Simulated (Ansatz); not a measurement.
Ansatz results at the PBE0-D4/def2-TZVP geometry: size of the dipole moment (ωB97M-V/def2-TZVPP) 1.33 D; HOMO energy (ωB97M-V/def2-TZVPP) -11.04 eV; ideal-gas entropy at 298 K and 1 bar (rigid rotor, harmonic PBE0-D4/def2-TZVP) 348 J/(mol·K).

Each molecule was computed in one conformer, which needn't be the lowest.

Problem. Which molecule gave them?
A. `[NH2][Nb](=[O])([F])[Cl]`
B. `[O]=[Nb]([Cl])([Cl])[Cl]`
C. `[NH]=[Nb]([F])([F])[Cl]`
D. `C[O][Nb]([NH2])(=[S])[Cl]`

Solution. C. The others give `C[O][Nb]([NH2])(=[S])[Cl]`: 3.88, -9.71, 418; `[NH2][Nb](=[O])([F])[Cl]`: 3.45, -11.13, 353; `[O]=[Nb]([Cl])([Cl])[Cl]`: 1.08, -12.07, 356.
